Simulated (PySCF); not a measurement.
H5F2GeNSi (SMILES F[SiH](F)[NH][GeH3]), singlet, geometry from GFN2-xTB, with bond 8-5 at 1.4 times its length; CASCI(2,2)+NEVPT2/STO-3G run with PySCF.

Input for PySCF:
```python
from pyscf import gto, scf, mcscf, mrpt
import numpy

mol = gto.M(
    atom='''
Si    1.41764196    0.44264909    0.29213629
F     2.60980848   -0.45840995    0.85210543
F     1.56685844    0.38911007   -1.29277203
N    -0.05102365   -0.33704627    0.68306386
Ge   -1.64031861   -0.12575566   -0.18785097
H     1.63036418    1.80728289    0.70954198
H    -0.08918060   -0.76821205    1.59222535
H    -2.95754316   -1.48911251    0.69924436
H    -1.41271854   -0.41012978   -1.63218561
H    -2.13690041    1.28075725   -0.00949506
''',
    basis='sto-3g',
    verbose=4,
)

mf = scf.RHF(mol)
mf.kernel()
mc = mcscf.CASCI(mf, 2, 2)
mc.fix_spin_(ss=0.0)
mc.kernel()
occ = numpy.linalg.eigvalsh(mc.fcisolver.make_rdm1(mc.ci, mc.ncas, mc.nelecas))[::-1]
ss = mc.fcisolver.spin_square(mc.ci, mc.ncas, mc.nelecas)[0]
print('natural occupations', occ.round(4), ' <S^2>', round(ss, 4))
e2 = mrpt.NEVPT(mc).kernel()
print('E(NEVPT2) = %.10f' % (mc.e_tot + e2))
```

### Question
Predict the main parts of the log of this PySCF run.

### Answer

```
PySCF version 2.14.0

[INPUT] verbose = 4
[INPUT] num. atoms = 10
[INPUT] num. electrons = 76
[INPUT] charge = 0
[INPUT] spin (= nelec alpha-beta = 2S) = 0
[INPUT] symmetry False subgroup None
[INPUT] Mole.unit = angstrom
[INPUT] Symbol           X                Y                Z      unit          X                Y                Z       unit  Magmom
[INPUT]  1 Si     1.417641960000   0.442649090000   0.292136290000 AA    2.678955047092   0.836485549388   0.552057579147 Bohr   0.0
[INPUT]  2 F      2.609808480000  -0.458409950000   0.852105430000 AA    4.931823264767  -0.866269258276   1.610245891955 Bohr   0.0
[INPUT]  3 F      1.566858440000   0.389110070000  -1.292772030000 AA    2.960933327563   0.735311464610  -2.442985078198 Bohr   0.0
[INPUT]  4 N     -0.051023650000  -0.337046270000   0.683063860000 AA   -0.096420724376  -0.636925141606   1.290803620988 Bohr   0.0
[INPUT]  5 Ge    -1.640318610000  -0.125755660000  -0.187850970000 AA   -3.099752929927  -0.237643756014  -0.354986885534 Bohr   0.0
[INPUT]  6 H      1.630364180000   1.807282890000   0.709541980000 AA    3.080941783501   3.415269691712   1.340840016082 Bohr   0.0
[INPUT]  7 H     -0.089180600000  -0.768212050000   1.592225350000 AA   -0.168526909624  -1.451710380091   3.008869840090 Bohr   0.0
[INPUT]  8 H     -2.957543160000  -1.489112510000   0.699244360000 AA   -5.588946573981  -2.814014812564   1.321380334547 Bohr   0.0
[INPUT]  9 H     -1.412718540000  -0.410129780000  -1.632185610000 AA   -2.669651131695  -0.775032959728  -3.084383787356 Bohr   0.0
[INPUT] 10 H     -2.136900410000   1.280757250000  -0.009495060000 AA   -4.038156530371   2.420280434551  -0.017943062936 Bohr   0.0

nuclear repulsion = 455.232091793839
number of shells = 27
number of NR pGTOs = 141
number of NR cGTOs = 47
basis = sto-3g
ecp = {}

******** <class 'pyscf.scf.hf.RHF'> ********
method = RHF
initial guess = minao
damping factor = 0
level_shift factor = 0
DIIS = <class 'pyscf.scf.diis.CDIIS'>
diis_start_cycle = 1
diis_space = 8
diis_damp = 0
SCF conv_tol = 1e-09
SCF conv_tol_grad = None
SCF max_cycles = 50
direct_scf = True
direct_scf_tol = 1e-13
Set gradient conv threshold to 3.16228e-05
Initial guess from minao.
init E= -2587.35875413994
  HOMO = -0.470321787518479  LUMO = -0.112844766145456  gap/eV = 9.72745
cycle= 1 E= -2589.90666271551  delta_E= -2.55  |g|= 0.633  |ddm|= 3.67
  HOMO = -0.205441744039705  LUMO = 0.267606529494469  gap/eV = 12.87230
cycle= 2 E= -2590.07469232868  delta_E= -0.168  |g|= 0.131  |ddm|= 1.25
  HOMO = -0.308145555764097  LUMO = 0.268046482051633  gap/eV = 15.67898
cycle= 3 E= -2590.08151103133  delta_E= -0.00682  |g|= 0.0375  |ddm|= 0.234
  HOMO = -0.293380046276755  LUMO = 0.268914308417284  gap/eV = 15.30081
cycle= 4 E= -2590.08223649106  delta_E= -0.000725  |g|= 0.0112  |ddm|= 0.0759
  HOMO = -0.297287706821643  LUMO = 0.268622589212671  gap/eV = 15.39920
cycle= 5 E= -2590.08232443701  delta_E= -8.79e-05  |g|= 0.00166  |ddm|= 0.0325
  HOMO = -0.296975581795619  LUMO = 0.26874040516678  gap/eV = 15.39392
cycle= 6 E= -2590.08232646701  delta_E= -2.03e-06  |g|= 0.000248  |ddm|= 0.00495
  HOMO = -0.297019588663197  LUMO = 0.268783224191338  gap/eV = 15.39628
cycle= 7 E= -2590.08232650944  delta_E= -4.24e-08  |g|= 3.67e-05  |ddm|= 0.000709
  HOMO = -0.297012999237801  LUMO = 0.268780888699809  gap/eV = 15.39604
cycle= 8 E= -2590.08232651045  delta_E= -1.01e-09  |g|= 9.41e-06  |ddm|= 0.000101
  HOMO = -0.2970126688154  LUMO = 0.268781606332481  gap/eV = 15.39605
cycle= 9 E= -2590.08232651053  delta_E= -7.82e-11  |g|= 1.92e-06  |ddm|= 3.14e-05
  HOMO = -0.297012660417959  LUMO = 0.268781885671586  gap/eV = 15.39605
Extra cycle  E= -2590.08232651051  delta_E= 1.09e-11  |g|= 8.67e-07  |ddm|= 4.52e-06
converged SCF energy = -2590.08232651051

******** <class 'pyscf.mcscf.casci.CASCI'> ********
CAS (1e+1e, 2o), ncore = 37, nvir = 8
natorb = False
canonicalization = True
sorting_mo_energy = False
******** <class 'pyscf.fci.addons.SpinPenaltyFCISolver'> ********
max. cycles = 200
conv_tol = 1e-08
davidson only = True
linear dependence = 1e-12
level shift = 0.001
max iter space = 12
nroots = 1
pspace_size = 400
spin = None
Density matrix diagonal elements [1.99927001e+00 7.29990643e-04]
CASCI converged
CASCI E = -2590.08273544099  E(CI) = -1.07986556017022  S^2 = 0.0000000
natural occupations [1.9993e+00 7.0000e-04]  <S^2> 0.0

******** <class 'pyscf.mrpt.nevpt2.NEVPT'> ********
NEVPT2 (1e+1e, 2o), ncore = 37, nvir = 8
root = 0
Natural occ [1.99928324e+00 7.16759627e-04]
Natural orbital (expansion on meta-Lowdin AOs) in CAS space
               #1        #2
0 Si 1s          0.00010  -0.00015
0 Si 2s         -0.00211   0.00090
0 Si 3s          0.00352  -0.06685
0 Si 2px         0.00063  -0.00227
0 Si 2py         0.00109  -0.00073
0 Si 2pz         0.00046   0.00122
0 Si 3px        -0.07534   0.04920
0 Si 3py        -0.03054   0.04449
0 Si 3pz         0.02780  -0.08029
1 F 1s          -0.00018  -0.00029
1 F 2s           0.00196   0.01457
1 F 2px         -0.04323  -0.05096
1 F 2py          0.07420   0.01692
1 F 2pz         -0.04768   0.00307
2 F 1s          -0.00020   0.00014
2 F 2s           0.00175  -0.00945
2 F 2px          0.01817  -0.00034
2 F 2py          0.02190  -0.01203
2 F 2pz          0.10898  -0.01481
3 N 1s          -0.00005  -0.00074
3 N 2s          -0.06253   0.04263
3 N 2px         -0.13605  -0.04228
3 N 2py          0.73019  -0.02078
3 N 2pz          0.38215  -0.03780
4 Ge 1s         -0.00005   0.00035
4 Ge 2s          0.00018  -0.00280
4 Ge 3s          0.00025   0.00160
4 Ge 4s          0.05018  -0.37067
4 Ge 2px        -0.00005   0.00073
4 Ge 2py        -0.00021   0.00069
4 Ge 2pz         0.00001  -0.00041
4 Ge 3px         0.00061  -0.01183
4 Ge 3py         0.00325  -0.01099
4 Ge 3pz        -0.00005   0.00657
4 Ge 4px        -0.06444   0.41257
4 Ge 4py        -0.17417   0.39201
4 Ge 4pz         0.02154  -0.23280
4 Ge 3dxy       -0.07101  -0.00456
4 Ge 3dyz       -0.01250   0.00632
4 Ge 3dz^2      -0.06342   0.00075
4 Ge 3dxz       -0.00555   0.01023
4 Ge 3dx2-y2    -0.02902   0.00690
5 H 1s          -0.23241   0.03155
6 H 1s          -0.00658   0.05690
7 H 1s           0.27036   0.65575
8 H 1s           0.13221   0.10731
9 H 1s          -0.27641   0.11781
<CAS-nat-orb|mo-hf>  38     38       0.99999669
<CAS-nat-orb|mo-hf>  39     39       0.99999669
Sr    (-1)',   E = -0.00003669106353
Si    (+1)',   E = -0.00511040815132
Sijrs (0)  ,   E = -0.11842757145376
Sijr  (+1) ,   E = -0.00584199919469
Srsi  (-1) ,   E = -0.01337212246451
Srs   (-2) ,   E = -0.00155459189943
Sij   (+2) ,   E = -0.01158426393308
Sir   (0)' ,   E = -0.00093831710802
Nevpt2 Energy = -0.156865965268349
E(NEVPT2) = -2590.2396014063
```
